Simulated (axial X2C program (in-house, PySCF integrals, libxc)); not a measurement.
Testing model relations on WSi⁺

A bond curve at the PBE0 level, with spin–orbit coupling, was computed with an in-house relativistic program for diatomic molecules (basis W dyall-cv3z [13s14p9d7f4g], Si dyall-v3z [8s7p2d1f] (cores contracted in-house)) for the state Ω = 5/2 (⟨Sz⟩ = 2.46, ⟨Lz⟩ = 0.04 at PBE0). Its fit gives Re = 2.4129 Å, ωe = 376.6 cm⁻¹, ωexe = 1.14 cm⁻¹ and αe = 4.707e-04 cm⁻¹; the masses are 183.9509 and 27.9769 u. Two-component means X2C with spin–orbit coupling and atomic mean-field Coulomb and Gaunt terms.

(1) Find the reduced mass, Be and the force constant.

(2) Where do the fundamental and the first overtone lie?

(3) Estimate the centrifugal constant by the Kratzer relation.

(4) A Morse curve ties αe to the other constants (Pekeris). How well does that hold?

The state is a single determinant with fixed occupations, the lowest that a limited PBE0 search found. Density functionals use the spin component along the axis (collinear). With several unpaired electrons one determinant need not be a pure state. This is the top spin component of a Σ state; components of lower Ω are not single determinants and can lie lower.

Answers

(1) From the PBE0 values: μ = 24.2836 u. Be = 16.8576/(μ Re²) = 0.1192 cm⁻¹. k = 5.8918×10⁻⁷ μ ωe² = 2.03 mdyn/Å.

(2) ν(1←0) = ωe − 2ωexe = 374.3 cm⁻¹; ν(2←0) = 2ωe − 6ωexe = 746.4 cm⁻¹.

(3) D = 4Be³/ωe² = 4.78e-08 cm⁻¹.

(4) αe(Morse) = 6Be²/ωe × (√(ωexe/Be) − 1) = 4.739e-04 cm⁻¹; the PBE0 curve gives 4.707e-04 cm⁻¹, a ratio of 1.01.
